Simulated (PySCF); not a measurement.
Be(SH)2 (BeH₂S₂), SMILES [SH][Be][SH]. Atoms are numbered in the order given.

```xyz
5

Be     0.0000     0.0000     0.0331
S     -0.0582     1.9020     0.0519
H      0.8945     1.9800    -0.8965
S      0.0582    -1.9020     0.0519
H     -0.8945    -1.9800    -0.8965
```
Charge 0, spin multiplicity 1.

The structure is a stationary point at r2SCAN-D4/def2-TZVP. Other conformers were not sampled.

Calculation: PySCF with PBE0/pcJ-1.

Isotropic couplings with Fermi-contact, spin-dipole and both spin-orbit terms, one fixed conformer, no vibrational averaging. Isotopes: 1H.

Computed spin–spin coupling constants:
```csv
pair,bonds apart,J (Hz)
H3–H5,4,-0.5
```
